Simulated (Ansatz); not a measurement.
Consider the ligand exchange at a B–Cl bond: `[SiH3]OB(Cl)O[SiH3]` + H–F → `FB(O[SiH3])O[SiH3]` + HCl.

Program: Ansatz. Geometries: PBE0-D4/def2-TZVP. ΔE: electronic, gas phase. CBS: MP2 limit from def2 TZ/QZ plus the TZ coupled-cluster correction, frozen cores. This one scheme is used for every species. DFT in def2-TZVPP. Each species was taken in one conformer, which may not be the lowest.

```json
{"level": "PBE-D4", "ΔE (kJ/mol)": "-44.8", "difference from CCSD(T)/CBS": "3.5"}
{"level": "r2SCAN0-D4", "ΔE (kJ/mol)": "-54.5", "difference from CCSD(T)/CBS": "-6.2"}
{"level": "BHLYP-D4", "ΔE (kJ/mol)": "-59.5", "difference from CCSD(T)/CBS": "-11.2"}
{"level": "r2SCAN", "ΔE (kJ/mol)": "-55.4", "difference from CCSD(T)/CBS": "-7.1"}
{"level": "r2SCANh", "ΔE (kJ/mol)": "-55.7", "difference from CCSD(T)/CBS": "-7.4"}
{"level": "BHLYP", "ΔE (kJ/mol)": "-68.6", "difference from CCSD(T)/CBS": "-20.3"}
{"level": "CAM-B3LYP", "ΔE (kJ/mol)": "-67.2", "difference from CCSD(T)/CBS": "-18.9"}
{"level": "CCSD(T)/def2-SVP", "ΔE (kJ/mol)": "-64.2", "difference from CCSD(T)/CBS": "-15.9"}
{"level": "MP2/def2-TZVPP", "ΔE (kJ/mol)": "-45.2", "difference from CCSD(T)/CBS": "3.1"}
{"level": "HF/CBS(def2)", "ΔE (kJ/mol)": "-78.3", "difference from CCSD(T)/CBS": "-30.0"}
{"level": "CCSD(T)/CBS", "ΔE (kJ/mol)": "-48.3", "difference from CCSD(T)/CBS": "0"}
```

Largest T1 diagnostic among the species: 0.012.

Leaving LDA and LC-ωPBE aside and taking each functional with its dispersion term where it has one, the values, not all of them listed here, spread over 21.4 kJ/mol, from CAM-B3LYP-D4 to revPBE-D4. From BLYP to BHLYP (50 % exact exchange), in def2-TZVPP and without D4, ΔE moves by −4.4 kJ/mol.

CCSD(T)/CBS has its own doubt, a few kJ/mol and more with outer-core shells, so smaller differences from it don't rank the levels.
